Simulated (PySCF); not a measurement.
silole (C4H6Si), singlet, at a GFN2-xTB geometry; PySCF with CCSD(T)/STO-3G.

Here is a job for PySCF.
```python
from pyscf import gto, scf, cc

mol = gto.M(
    atom='''
C    -1.20638586    0.78574789   -0.41109095
C     0.02710569    1.29088450   -0.29376265
Si    1.21355663   -0.07286224    0.24738050
C    -0.23813991   -1.27821395    0.25074385
C    -1.35277056   -0.63209551   -0.11058672
H    -2.07420278    1.35899959   -0.70866783
H     0.24603893    2.32689193   -0.49207049
H     1.78955600    0.14895981    1.57457124
H     2.23200545   -0.39041535   -0.75478595
H    -0.23451069   -2.32758409    0.49442049
H    -2.32753594   -1.09471811   -0.18861565
''',
    basis='sto-3g',
    verbose=4,
)

mf = scf.RHF(mol)
mf.kernel()

mycc = cc.CCSD(mf, frozen=10)
mycc.kernel()
et = mycc.ccsd_t()
print('E(CCSD(T)) = %.10f' % (mycc.e_tot + et))
mf.analyze()
```

Q: Predict the main parts of the log of this PySCF run.

A: 
```
PySCF version 2.14.0

[INPUT] verbose = 4
[INPUT] num. atoms = 11
[INPUT] num. electrons = 44
[INPUT] charge = 0
[INPUT] spin (= nelec alpha-beta = 2S) = 0
[INPUT] symmetry False subgroup None
[INPUT] Mole.unit = angstrom
[INPUT] Symbol           X                Y                Z      unit          X                Y                Z       unit  Magmom
[...]
nuclear repulsion = 201.467697664343
number of shells = 23
number of NR pGTOs = 105
number of NR cGTOs = 35
basis = sto-3g
ecp = {}

******** <class 'pyscf.scf.hf.RHF'> ********
method = RHF
initial guess = minao
damping factor = 0
level_shift factor = 0
DIIS = <class 'pyscf.scf.diis.CDIIS'>
diis_start_cycle = 1
diis_space = 8
diis_damp = 0
SCF conv_tol = 1e-09
SCF conv_tol_grad = None
SCF max_cycles = 50
direct_scf = True
direct_scf_tol = 1e-13
Set gradient conv threshold to 3.16228e-05
Initial guess from minao.
init E= -439.635403462215
[...]
cycle= 1 E= -438.626679151273  delta_E= 1.01  |g|= 0.271  |ddm|= 4.23
[...]
cycle= 2 E= -438.657034443765  delta_E= -0.0304  |g|= 0.09  |ddm|= 0.531
[...]
cycle= 3 E= -438.659558548471  delta_E= -0.00252  |g|= 0.0414  |ddm|= 0.162
[...]
cycle= 4 E= -438.660141148383  delta_E= -0.000583  |g|= 0.00423  |ddm|= 0.0618
[...]
cycle= 5 E= -438.660149556473  delta_E= -8.41e-06  |g|= 0.00106  |ddm|= 0.00696
[...]
cycle= 6 E= -438.660150622325  delta_E= -1.07e-06  |g|= 0.000167  |ddm|= 0.00341
[...]
cycle= 7 E= -438.660150638686  delta_E= -1.64e-08  |g|= 3.59e-05  |ddm|= 0.00042
[...]
cycle= 8 E= -438.660150639351  delta_E= -6.65e-10  |g|= 1e-05  |ddm|= 7.29e-05
[...]
Extra cycle  E= -438.660150639405  delta_E= -5.4e-11  |g|= 3.7e-06  |ddm|= 1.78e-05
converged SCF energy = -438.660150639405

******** <class 'pyscf.cc.ccsd.CCSD'> ********
CC2 = 0
CCSD nocc = 12, nmo = 25
frozen orbitals 10
max_cycle = 50
direct = 0
conv_tol = 1e-07
conv_tol_normt = 1e-05
diis_space = 6
diis_start_cycle = 0
diis_start_energy_diff = 1e+09
Init t2, MP2 energy = -438.915988123834  E_corr(MP2) -0.255837484429097
Init E_corr(CCSD) = -0.255837484437979
cycle = 1  E_corr(CCSD) = -0.29439196567886  dE = -0.0385544812  norm(t1,t2) = 0.067918
cycle = 2  E_corr(CCSD) = -0.308205244877884  dE = -0.0138132792  norm(t1,t2) = 0.0316483
cycle = 3  E_corr(CCSD) = -0.318604619875032  dE = -0.010399375  norm(t1,t2) = 0.0166266
cycle = 4  E_corr(CCSD) = -0.319241678931674  dE = -0.000637059057  norm(t1,t2) = 0.00439682
cycle = 5  E_corr(CCSD) = -0.318877304301606  dE = 0.00036437463  norm(t1,t2) = 0.00160187
cycle = 6  E_corr(CCSD) = -0.318848279093897  dE = 2.90252077e-05  norm(t1,t2) = 0.000692582
cycle = 7  E_corr(CCSD) = -0.318855298296144  dE = -7.01920225e-06  norm(t1,t2) = 0.000227552
cycle = 8  E_corr(CCSD) = -0.318853437004988  dE = 1.86129116e-06  norm(t1,t2) = 6.23543e-05
cycle = 9  E_corr(CCSD) = -0.318855466769078  dE = -2.02976409e-06  norm(t1,t2) = 2.11282e-05
cycle = 10  E_corr(CCSD) = -0.318855578498303  dE = -1.11729226e-07  norm(t1,t2) = 5.99252e-06
cycle = 11  E_corr(CCSD) = -0.318855250692063  dE = 3.2780624e-07  norm(t1,t2) = 1.93791e-06
cycle = 12  E_corr(CCSD) = -0.318855020313958  dE = 2.30378105e-07  norm(t1,t2) = 8.92099e-07
cycle = 13  E_corr(CCSD) = -0.318854936059628  dE = 8.42543302e-08  norm(t1,t2) = 2.95899e-07
CCSD converged
E(CCSD) = -438.9790055754649  E_corr = -0.3188549360596278
CCSD(T) correction = -0.00417018489474268
E(CCSD(T)) = -438.9831757604
**** SCF Summaries ****
Total Energy =                        -438.660150639405288
Nuclear Repulsion Energy =             201.467697664343376
One-electron Energy =                -1005.702247435937466
Two-electron Energy =                  365.574399132188773
Two-electron Coulomb Energy =          408.981097704105309
DFT Exchange-Correlation Energy =      -43.406698571916536
HOMO-LUMO gap [eV] =                    13.284045756514448
**** MO energy ****
[...]
 ** Mulliken pop on meta-lowdin orthogonal AOs  **
 ** Mulliken pop  **
[...]
 ** Mulliken atomic charges  **
charge of    0C =     -0.04416
charge of    1C =     -0.20037
charge of    2Si =      0.64361
charge of    3C =     -0.20037
charge of    4C =     -0.04416
charge of    5H =      0.02757
charge of    6H =      0.02548
charge of    7H =     -0.13032
charge of    8H =     -0.13032
charge of    9H =      0.02548
charge of   10H =      0.02757
Dipole moment(X, Y, Z, Debye):  0.81887, -0.04917,  0.16693
```
